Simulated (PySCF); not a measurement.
Assigning NMR signals

Atom-mapped SMILES (the numbers label the heavy atoms): `[CH2:1]=[CH:2]/[CH:3]=[CH:4]\[SiH2:5][O:6][CH3:7]`; H(Xn) means a hydrogen on atom n. Ha(C1) is cis to C3; Hb(C1) is trans to C3.

Computed data (PySCF 2.14.0 with density-fitted response routines): shielding tensors at PBE0/pcSseg-1 (GIAO), structure optimised with GFN2-xTB. Relativity neglected, in vacuum, rapidly exchanging positions averaged, single conformer.

δ = σ(ref) − σ, references computed at the same level: TMS for ¹³C (σ = 186.93 ppm), ¹H (σ = 31.72 ppm).

(1) Assign these signals to the numbered atoms. ¹³C{¹H} NMR (computed): δ 160.1 (CH), 146.1 (CH), 132.6 (CH), 129.7 (CH2), 52.8 (CH3).

(2) Assign these signals to the numbered atoms. ¹H NMR (400 MHz, computed): δ 7.27 (m, 1H), 7.22 (m, 1H), 5.75 (m, 1H), 5.74 (m, 1H), 5.66 (m, 1H), 5.13 (d, 2H), 3.71 (s, 3H).

Answers

(1) 
| δ (ppm) | atoms | environment | reason |
| --- | --- | --- | --- |
| 160.1 | C3 | alkene CH | as expected for a trigonal carbon in a double bond |
| 146.1 | C2 | alkene CH | – |
| 132.6 | C4 | alkene CH | – |
| 129.7 | C1 | terminal =CH2 carbon | an sp2 carbon of a C=C bond |
| 52.8 | C7 | methyl carbon bonded to O | pulled downfield by the heteroatom |

(2) 
| δ (ppm) | atoms | environment | reason |
| --- | --- | --- | --- |
| 7.27 | H(C3) | hydrogen on an alkene CH | attached to an sp2 carbon and in the plane of the double bond |
| 7.22 | H(C2) | hydrogen on an alkene CH | – |
| 5.75 | H(C4) | hydrogen on an alkene CH | – |
| 5.74 | Hb(C1) | hydrogen on a terminal =CH2 carbon | olefinic region |
| 5.66 | Ha(C1) | hydrogen on a terminal =CH2 carbon | – |
| 5.13 | H(Si5) | hydrogen on a silicon bonded to C, O | – |
| 3.71 | H(C7) | hydrogen on a methyl carbon bonded to O | its carbon carries O, which withdraws density |

H(C3) and H(C2); H(C4) and Hb(C1); Hb(C1) and Ha(C1) lie closer than the usual error of such a calculation, so a measured spectrum could show them in the other order.

Shifts are as computed. Against solution values, carbons near 30 ppm lie about +3 ppm off and those near 130 ppm about +5 ppm. Of 1211 compounds with measured shifts, 218 miss one by over three times the rms of a fit or turn the order of signals round; such compounds aren't used in these exercises. Multiplicities follow the n + 1 count of equivalent neighbours, as no J values were calculated; m marks all less simple cases, F and P coupling included.
